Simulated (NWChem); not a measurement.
Species: trimethylsulfonium (C3H9S cation); SMILES C[S+](C)C

```xyz
13

C      0.4477    -1.5817     0.2912
S      0.0000     0.0000    -0.4987
C      1.1460     1.1785     0.2912
C     -1.5936     0.4032     0.2912
H      0.4216    -1.4890     1.3794
H      1.4495    -1.8470    -0.0554
H     -0.2666    -2.3326    -0.0552
H      1.0787     1.1096     1.3794
H      0.8748     2.1788    -0.0554
H      2.1534     0.9354    -0.0552
H     -1.5003     0.3794     1.3794
H     -1.8868     1.3972    -0.0552
H     -2.3242    -0.3318    -0.0554
```
Atoms are numbered in this order, from 1.

Results from NWChem. Pople sets run with spherical d functions. Coordinates come from a B3LYP/6-31G* (spherical d) optimisation. GIAO values for the isolated, static molecule; σ is the absolute isotropic shielding.

Q: Among these, which level gives the highest value of “σ S2 (ppm)”?
(A) PBE/IGLO-II
(B) PBE/6-31G*
(C) PBE/def2-TZVP
(D) PBE/def2-SVP

A: D, PBE/def2-SVP. Values: PBE/def2-TZVP 362.5; PBE/IGLO-II 401.2; PBE/6-31G* 447.6; PBE/def2-SVP 481.9
